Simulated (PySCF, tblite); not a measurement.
**Complex of BeCl2 and NaCl**

A gas-phase complex of BeCl2 and NaCl; neutral, singlet. The structure comes from a short search (6 tight-binding starts) and was relaxed by PBE0-D3(BJ)/def2-SVPD; another way of binding may lie lower. Frequencies by PBE0-D3(BJ)/def2-SVPD show no clear imaginary mode.

```json
{"part": "1", "name": "BeCl2", "SMILES": "[Cl][Be][Cl]", "atoms": "1–3", "charge": "0", "multiplicity": "1"}
{"part": "2", "name": "NaCl", "SMILES": "[Na][Cl]", "atoms": "4–5", "charge": "0", "multiplicity": "1"}
```

```tsv
atom	part	x (Å)	y (Å)	z (Å)
Cl1	1	-1.428	0.564	0.505
Be2	1	-0.117	0.072	-0.752
Cl3	1	1.727	-0.529	-0.259
Na4	2	2.028	-0.713	-2.787
Cl5	2	-0.399	0.092	-2.730
```

| contact | kind (by geometry) | distance (Å) | angle (°) |
| --- | --- | --- | --- |
| Be2···Cl5 | bond | 1.998 | - |
| Cl3···Na4 | ion contact | 2.552 | - |

The parts are joined by the bond Be2–Cl5, so these are energies of forming such bonds; deforming the relaxed parts to their shape in the adduct costs 25.1 kcal/mol, which the interaction energies leave out.

Interaction energies are complex less parts, with the parts frozen as they stand in it; counterpoise-corrected, in kcal/mol (PySCF).

**Question.** How strongly do the parts interact, level by level?

**Answer.** 
| level | interaction | superposition error removed |
| --- | --- | --- |
| wB97M-D3(BJ)/def2-TZVPD | -66.84 | -0.69 |
| PBE0-D3(BJ)/def2-TZVPD | -69.31 | -0.81 |

**Question.** What holds them together? Decompose the wB97M-D3(BJ)/def2-TZVPD energy: frozen parts, their antisymmetrised product, then relaxation.

**Answer.** electrostatic -79.3, Pauli repulsion +69.9, orbital relaxation -56.0, dispersion correction -2.3 kcal/mol, which sum to the value before the counterpoise correction; the Pauli term holds the exchange-correlation of the frozen density too. Of the attraction, 58 % is electrostatic, 41 % is orbital relaxation, 2 % is dispersion correction.

The parts were also relaxed and run alone, at the levels used for the complex: shieldings by PBE0/pcSseg-2; core levels by delta-SCF with SCAN, pcX-2 on the ionised atom and pcseg-1 elsewhere, spin-free X2C (2p3/2 is the spin-free 2p value less a third of a first-order spin-orbit splitting).

Values alone: shielding of Be2 (ppm): 94.1; shielding of Cl5 (ppm): 1115.3; shielding of Cl3 (ppm): 969.5; shielding of Na4 (ppm): 570.3; Be2 1s core level (eV): 122.79; Na4 1s core level (eV): 1080.31; Cl5 2p3/2 core level (eV): 202.59.

**Question.** How do these values change when the complex forms?

**Answer.** 
```
                 property    alone  in the complex  change
   shielding of Be2 (ppm)     94.1            94.5    +0.4
   shielding of Cl5 (ppm)   1115.3           951.2  -164.1
   shielding of Cl3 (ppm)    969.5           951.1   -18.4
   shielding of Na4 (ppm)    570.3           568.2    -2.1
   Be2 1s core level (eV)   122.79          120.98   -1.80
   Na4 1s core level (eV)  1080.31         1080.72   +0.42
Cl5 2p3/2 core level (eV)   202.59          205.55   +2.96
```

**Question.** What are the binding energy from relaxed parts (wB97M-D3(BJ)/def2-TZVPD), and ΔH and ΔG of association at 298.15 K and 1 atm?

**Answer.** -41.75 kcal/mol, -40.95 with zero-point energy; ΔH -41.2 and ΔG -32.0 kcal/mol, from harmonic vibrations by PBE0-D3(BJ)/def2-SVPD with low modes damped.
